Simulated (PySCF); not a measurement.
From computed data to an observable: chemical shift, span and skew from a shielding tensor

C2H10N2Si2, SMILES C1[SiH2][Si@@H](N1)NC. Atoms are numbered in the order given.

```xyz
16

C      3.1617    -0.2068    -0.2634
N      1.7685    -0.5998    -0.3336
Si     0.4124     0.1987     0.3772
N     -0.8231    -0.8916     0.9477
C     -2.1485    -0.5115     0.4298
Si    -1.5431     0.9094    -0.7364
H      3.2949     0.5433     0.5319
H      3.5395     0.2436    -1.2016
H      3.8195    -1.0610    -0.0180
H      1.5797    -1.3308    -1.0136
H      1.0563     1.1380     1.3511
H     -0.7654    -1.6438     1.6297
H     -2.6571    -1.3383    -0.1007
H     -2.8408    -0.1452     1.2118
H     -2.1766     2.2376    -0.4731
H     -1.7174     0.5931    -2.1875
```
Charge 0, spin multiplicity 1.

Geometry optimised at B3LYP-D3(BJ)/def2-SVP. The structure was generated by enumeration; whether it is a known compound was not checked. One conformer was computed; it need not be the lowest.

GIAO shieldings from PBE/pcSseg-1 in PySCF, non-relativistic, no solvent. The symmetric part of the tensor of N2 has the principal values 173.3, 206.0, 236.4 ppm. The same nucleus in NH3 has σ = 267.0 ppm at this level (PySCF, at its B3LYP-D3(BJ)/def2-TZVP geometry).

**Question.** Work out the isotropic shielding, the ¹⁵N shift against NH3, the span and the skew.

**Answer.** 
σ(iso) = (σ11 + σ22 + σ33)/3 = 205.2 ppm. δ = σ(ref) − σ(iso) = 267.0 − (205.2) = 61.8 ppm.
Span Ω = σ33 − σ11 = 63.1 ppm. Skew κ = 3(σ(iso) − σ22)/Ω = -0.04. Tumbling in solution averages the tensor to δ; in a static solid the shielding alone would spread this spin-1/2 line over Ω.
